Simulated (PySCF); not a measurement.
**How methods differ on the fine-structure interval of Sb³²⁺**

Sb³²⁺ [Ar] 3d1 [3d3/2^1, M_J = 3/2] → Sb³²⁺ [Ar] 3d1 [3d5/2^1, M_J = 5/2], as a difference of total energies. Calculation: PySCF 2.14, in an even-tempered Gaussian basis (16 s from 5.5 bohr⁻², ratio 2.8; 12 p from 7.2 bohr⁻², ratio 2.8; 8 d from 7.2 bohr⁻², ratio 2.8; 3 f from 22 bohr⁻², ratio 3); the two-component X2C-1e Hamiltonian. Correlated levels: [Ne] frozen; the 74 highest virtual spinors dropped. "Screened" scales the spin-orbit matrix elements by Boettger's factors to mimic the two-electron term; Breit and QED terms are absent.

| method | fine-structure interval (cm⁻¹) |
| --- | --- |
| GHF (screened spin-orbit) | 102790 |
| GMP2 (screened spin-orbit) | 102750 |
| GHF (bare spin-orbit) | 127960 |
